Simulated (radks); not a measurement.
Values are calculated unless marked as measured or tabulated.
Spherical quantum dot in the effective-mass picture: electrons in a well V = -V0 / (1 + exp((r - R)/a)) with V0 = 3.33, R = 7.26, a = 0.25, all in effective atomic units (hartree* = m*/eps^2 hartree, bohr* = eps/m* bohr), one dielectric constant everywhere. Level of theory: non-relativistic Kohn-Sham, LDA (Slater exchange, Perdew-Wang correlation), spin-polarised, spherical densities (a radial shooting solver with Libxc functionals). Levels are named by radial order and angular momentum (1s, 1p, 1d, 2s, ...), and open shells are averaged over m.

N = 13, configuration 1s2 1p6 1d(up 5, down 0). This is the lowest configuration that the search found. Occupied and some empty levels:

level,occupation,eigenvalue (hartree*),<r> (bohr*)
1s up,1,-1.1246,5.142
1s down,1,-1.0902,5.106
1p up,3,-1.0807,5.281
1p down,3,-1.0453,5.265
1d up,5,-1.0018,5.422
1d down,0,-0.96574,5.417
1f up,0,-0.89235,5.553
1f down,0,-0.85598,5.554
2s up,0,-0.75509,3.454
2s down,0,-0.74019,3.424
2p up,0,-0.61586,4.032
2p down,0,-0.59610,4.008

Energy (hartree*): total -27.4757, kinetic 2.8008, external -42.329, Hartree 14.667, exchange-correlation -2.6142.

Electron density:

r (bohr*),n(r) (e/bohr*^3)
0.216,0.0003598
0.758,0.0004710
1.30,0.0007500
1.84,0.001298
2.39,0.002272
2.93,0.003879
3.47,0.006278
4.01,0.009422
4.56,0.01270
5.10,0.01472
5.64,0.01369
6.18,0.009117
6.73,0.003546
7.27,0.0006182
7.81,0.00005608
8.35,4.258e-06
8.90,3.298e-07
9.44,2.669e-08
9.98,2.261e-09
